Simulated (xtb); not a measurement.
trisilylphosphine (H9PSi3), SMILES [SiH3]P([SiH3])[SiH3]. All values are semi-empirical tight-binding results from xtb (GFN2-xTB unless named), good for trends rather than for accurate numbers. Coordinates come from a GFN2-xTB optimisation.

**Question.** Estimate the properties. (An estimate is asked for; the answer gives what the named calculation found.)

**Answer.** 
The point group as xtb finds it is C3v. The orbital gap is 4.22 eV, the zero-point energy is 46.2 kcal/mol and the G − E(el) at 298.15 K (modified RRHO) comes out as 24.7 kcal/mol. The static polarisability (D4 model) is 113.4 bohr³ and the solvation energy, GFN2-xTB/ALPB(water) comes out as -0.8 kcal/mol. The solvation energy, GFN2-xTB/ALPB(ether) is -4.1 kcal/mol.
